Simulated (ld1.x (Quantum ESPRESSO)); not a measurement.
**Scattering properties, ultrasoft potential for manganese (Mn)**

Mn (Z = 25), ultrasoft, made with ld1.x (Quantum ESPRESSO) 7.5 (LDA (PZ), scalar-relativistic). Core [Ne] 3s2, reference 3p6 3d4 4s0 4p0 (charge +3). Waves: 4s (bound, empty): rcut 1.90, rcutus 2.00 bohr; 4s channel at 0.85 Ry: rcut 1.90, rcutus 2.00 bohr; 3p (bound): rcut 1.50, rcutus 1.70 bohr; 4p (bound, empty): rcut 1.50, rcutus 1.70 bohr; 3d (bound): rcut 1.35, rcutus 1.85 bohr; 3d channel at -0.15 Ry: rcut 1.35, rcutus 1.85 bohr. Local part: all-electron potential smoothed inside 1.70 bohr (lloc = -1). Core correction: a·sin(br)/r model core inside 1.50 bohr. Augmentation charge: PSQ, inside the norm-conserving radii.

The phase is arctan(r·u′/u) with u = r·R(r), unwrapped; energies in Ry, scanned from -9 to 5 Ry. A pole is an energy at which the radial function vanishes at the test radius. The pseudo phase is shifted by a multiple of π to meet the all-electron one at the reference energy, and phase errors are pseudo minus all-electron; the curves can meet again beyond the range given. Levels narrower than the energy grid can be missing from the lists of poles.

Problem. For each channel, where are the poles, and over which energies does the pseudopotential scatter like the atom?

Solution.

| channel | radius (bohr) | reference energy (Ry) | poles, all-electron | poles, pseudo | unbroken range about the reference energy with phases within 0.05 rad | phase error 1 Ry above the reference energy (rad) |
| --- | --- | --- | --- | --- | --- | --- |
| s | 2.20 | -2.22 | -8.88, 1.08 | 1.09 | -8.7 to -1.1 | -0.007 |
| p | 2.20 | -1.71 | -6.56, 2.24 | -6.56, 2.08 | below 4.4 | -0.003 |
| d | 2.20 | -3.05 | -2.82, 3.94 | -2.82, 4.59 | the whole range | +0.002 |

Phases in the d channel:

| E (Ry) | all-electron | pseudo |
| --- | --- | --- |
| -9.00 | 1.399 | 1.400 |
| -8.52 | 1.392 | 1.393 |
| -8.04 | 1.385 | 1.386 |
| -7.56 | 1.377 | 1.378 |
| -7.08 | 1.367 | 1.369 |
| -6.60 | 1.356 | 1.358 |
| -6.12 | 1.343 | 1.345 |
| -5.64 | 1.326 | 1.329 |
| -5.16 | 1.304 | 1.307 |
| -4.68 | 1.274 | 1.276 |
| -4.20 | 1.222 | 1.226 |
| -3.72 | 1.103 | 1.107 |
| -3.24 | 0.086 | 0.092 |
| -2.76 | -1.613 | -1.612 |
| -2.28 | -1.783 | -1.781 |
| -1.80 | -1.878 | -1.875 |
| -1.32 | -1.977 | -1.975 |
| -0.84 | -2.122 | -2.121 |
| -0.36 | -2.389 | -2.389 |
| 0.12 | -2.953 | -2.952 |
| 0.60 | -3.729 | -3.717 |
| 1.08 | -4.182 | -4.166 |
| 1.56 | -4.395 | -4.378 |
| 2.04 | -4.512 | -4.493 |
| 2.52 | -4.587 | -4.565 |
| 3.00 | -4.639 | -4.615 |
| 3.48 | -4.680 | -4.652 |
| 3.96 | -4.714 | -4.681 |
| 4.44 | -4.744 | -4.705 |
| 4.92 | -4.773 | -4.726 |
